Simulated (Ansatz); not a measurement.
Computed with Ansatz (a program for electronic structure) with frozen-core CCSD(T)/cc-pVTZ // r2SCAN-D4/def2-TZVP. Warnings of the run: other_roots.

Ansatz 0.2 input:
```yaml
crystal:
  periodic: [false, false, false]
  atoms:
    - { symbol: Si, position_ang: [-1.654611, -0.247428, 0.136368] }
    - { symbol: O, position_ang: [0.050122, -0.132084, -0.440867] }
    - { symbol: Si, position_ang: [1.603015, 0.383489, 0.317704] }
    - { symbol: H, position_ang: [-2.383055, 0.543809, -0.941056] }
    - { symbol: H, position_ang: [-1.990623, -1.686862, -0.227932] }
    - { symbol: H, position_ang: [-1.577399, 0.210054, 1.524962] }
    - { symbol: H, position_ang: [0.156797, -0.413235, -1.379024] }
    - { symbol: H, position_ang: [2.487622, -0.819442, 0.021165] }
    - { symbol: H, position_ang: [1.212979, 0.750327, 1.680329] }
    - { symbol: H, position_ang: [2.095156, 1.411373, -0.691649] }
basis:
  gaussian: { orbitals: cc-pVTZ }
correlation:
  method: ccsd_t
total_charge: 2
magnetization:
  spin_polarized: true
  initial_magnetization: 1
```

Output:

```
Functional definition: HF
1116 factors; integrals over basis functions are off by at most 1.1e-3 eV
mean field evaluation 1: about -17842.2638 eV, gradient 5.0e1 eV
mean field evaluation 2: about -17842.2745 eV, gradient 5.0e1 eV
mean field evaluation 4: about -17851.4193 eV, gradient 3.8e0 eV
mean field evaluation 8: about -17851.5630 eV, gradient 2.1e-1 eV
mean field evaluation 16: about -17851.5643 eV, gradient 1.9e-3 eV
mean field evaluation 32: about -17851.5402 eV, gradient 5.0e-1 eV
mean field evaluation 64: about -17851.8837 eV, gradient 4.1e-1 eV
mean field evaluation 96: about -17851.8785 eV, gradient 6.0e-1 eV
mean field evaluation 128: about -17850.5068 eV, gradient 8.6e-3 eV
mean field evaluation 160: about -17851.2039 eV, gradient 1.5e0 eV
mean field evaluation 192: about -17850.1395 eV, gradient 1.8e-2 eV
mean field evaluation 224: about -17849.7180 eV, gradient 5.7e-3 eV
mean field evaluation 256: about -17850.1395 eV, gradient 1.4e-2 eV
mean field evaluation 288: about -17849.7180 eV, gradient 8.8e-4 eV
mean field -17851.88666958 eV, -656.0447346636 hartree, gradient 1.3e-6 eV, S^2 0.800311; 13 other end points of the search recorded, 0 dependent functions left out
determinant -17851.88666958 eV, -656.0447346636 hartree, with singles and doubles -17866.12562422 eV, -656.5680065951 hartree
determinant -17851.88634328 eV, -656.0447226723 hartree, with singles and doubles -17866.12536536 eV, -656.5679970824 hartree
determinant -17851.56427479 eV, -656.0328868735 hartree, with singles and doubles -17866.26408447 eV, -656.5730949154 hartree
determinant -17850.94197954 eV, -656.0100179450 hartree, with singles and doubles -17865.31085605 eV, -656.5380644171 hartree
determinant -17850.50691481 eV, -655.9940296110 hartree, with singles and doubles -17864.50366647 eV, -656.5084007472 hartree
determinant -17850.50684778 eV, -655.9940271480 hartree, with singles and doubles -17864.50359575 eV, -656.5083981483 hartree
determinant -17850.13948764 eV, -655.9805269118 hartree, with singles and doubles -17864.56421865 eV, -656.5106259990 hartree
determinant -17849.71797508 eV, -655.9650366110 hartree, with singles and doubles -17864.14991130 eV, -656.4954004844 hartree
determinant -17851.88666958 eV, -656.0447346636 hartree, with singles and doubles -17865.88935996 eV, -656.5593240437 hartree
determinant -17851.88634328 eV, -656.0447226723 hartree, with singles and doubles -17865.88909810 eV, -656.5593144207 hartree
determinant -17851.56427479 eV, -656.0328868735 hartree, with singles and doubles -17866.01573591 eV, -656.5639682742 hartree
determinant -17851.88666958 eV, -656.0447346636 hartree, with singles and doubles -17865.97642681 eV, -656.5625236917 hartree
determinant -17851.88634328 eV, -656.0447226723 hartree, with singles and doubles -17865.97628387 eV, -656.5625184387 hartree
determinant -17851.56427479 eV, -656.0328868735 hartree, with singles and doubles -17866.01527733 eV, -656.5639514219 hartree
11 core orbitals not correlated
reference -17851.56427479 eV, -656.0328868735 hartree; 10, 9 occupied and 175, 176 virtual orbitals, 1116 factors
second order -13.27876115 eV of doubles, -0.00000000 eV of singles
cycle   1  -13.45907477 eV  change    -1.8e0 eV  update   9.7e-2
cycle   2  -14.39453183 eV  change   -9.4e-1 eV  update   4.4e-2
cycle   3  -14.43787032 eV  change   -4.3e-2 eV  update   1.4e-2
cycle   4  -14.45010016 eV  change   -1.2e-2 eV  update   5.9e-3
cycle   5  -14.45146114 eV  change   -1.4e-3 eV  update   2.7e-3
cycle   6  -14.45058177 eV  change    8.8e-4 eV  update   1.3e-3
cycle   7  -14.45158505 eV  change   -1.0e-3 eV  update   7.5e-4
cycle   8  -14.45114092 eV  change    4.4e-4 eV  update   3.4e-4
cycle   9  -14.45098246 eV  change    1.6e-4 eV  update   1.2e-4
cycle  10  -14.45100356 eV  change   -2.1e-5 eV  update   4.1e-5
cycle  11  -14.45100461 eV  change   -1.1e-6 eV  update   1.6e-5
cycle  12  -14.45099913 eV  change    5.5e-6 eV  update   6.9e-6
cycle  13  -14.45100014 eV  change   -1.0e-6 eV  update   4.9e-6
perturbative correction -0.54715244 eV, -0.0201074813 hartree
WARN: these amplitudes may be one of several solutions (largest doubles amplitude 0.04, level shift 5.76 eV)
Total energy: -17866.56242737 eV, -656.5840588148 hartree
```

Cost: around 29 core-minutes (rough).
